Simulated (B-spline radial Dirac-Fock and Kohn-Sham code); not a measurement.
# What relativity does to the binding energies of Ce³⁰⁺

System: Ce³⁰⁺, [Ar] 3d10.

Both columns are ΔSCF binding energies of the configuration average from a radial atomic solver: non-relativistic Hartree-Fock with a point nucleus, and Dirac-Fock with a finite nucleus and the Coulomb interaction alone, averaged over the two j levels with weights 2j+1.

```
shell  Hartree-Fock (eV)  Dirac-Fock (eV)  shift (eV)  shift (%)
   1s            39754.4          41720.2    +1965.85      +4.94
   2s             7153.1           7658.4     +505.31      +7.06
   2p             6812.8           6975.9     +163.12      +2.39
   3s             2332.4           2456.7     +124.24      +5.33
   3p             2185.7           2233.3      +47.65      +2.18
   3d             1920.1           1917.2       -2.93      -0.15
```

Relativity binds 1s, 2s, 2p, 3s, 3p more strongly, among those listed most of all 2s in relative terms, and 3d more weakly, because the contracted s and p shells screen the nucleus better.

Values without a named source are computed, but for edge energies of neutral atoms, which are taken from tables.
